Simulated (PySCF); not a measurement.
Molecule: In(H)(NHMe)2, SMILES [NH](C)[InH][NH]C. Atoms near the plane z = 0.0 Å, at the PBE0/def2-SVP optimised geometry (x, y, z in Å): In1 (0.7, -0.5, 0.0), H2 (2.4, -0.5, 0.0), N3 (-0.4, 1.2, 0.0), C4 (0.0, 2.5, 0.0), H5 (-1.5, 1.1, 0.0), H6 (-0.3, 3.1, 0.9), H7 (-0.3, 3.1, -0.9), H8 (1.1, 2.6, 0.0), N9 (-0.5, -2.2, 0.0), C10 (-1.9, -2.3, 0.0), H11 (0.0, -3.1, 0.0), H12 (-2.3, -2.9, 0.9), H13 (-2.3, -2.9, -0.9), H14 (-2.4, -1.3, 0.0).

Level of theory: PBE0/def2-TZVP, def2 effective core potentials past Kr in PySCF. The core electrons that the potentials of In replace are not part of the density. Cells within 0.4 Å of a nucleus heavier than hydrogen are left out (blank, or x). The values are rescaled to run from 0 to 1.

```
|00000000000000000000000000000|
|00000000000000000000000000000|
|00000000000000000000000000000|
|00000000000000000000000000000|
|00000000000011100010000000000|
|00000000000134322577100000000|
|00000000000256548999700000000|
|00000000000254x39999800000000|
|00000000000142x39999700000000|
|00000000232258857997000000000|
|00000002789865741100000000000|
|000000038999xx551000000000000|
|0000000069996x861114788300000|
|00000000036557412238999910000|
|00000000000022267429999950000|
|000003786100015xx729999970000|
|000007999910115xx629999970000|
|00001799994033145328999940000|
|00000389995368721237999810000|
|000000378x484x751113787100000|
|000000132xx9xx651000120000000|
|00000014624668983000000000000|
|00000013664249997100000000000|
|00000001331028997200000000000|
|00000000110006886100000000000|
|00000000000001551000000000000|
|00000000000000000000000000000|
|00000000000000000000000000000|
|00000000000000000000000000000|
```
Scale: ten equal steps from 0.000 (start of '0') to 1.00 (end of '9'), in the order '0123456789'; x runs from -5.50 to 5.50, y from -5.50 (bottom) to 5.50 (top).

**Question.** Which quantity is mapped?
(A) Laplacian of the electron density
(B) electrostatic potential
(C) electron localisation function
(D) log10 of the electron density

**Answer.** C, electron localisation function
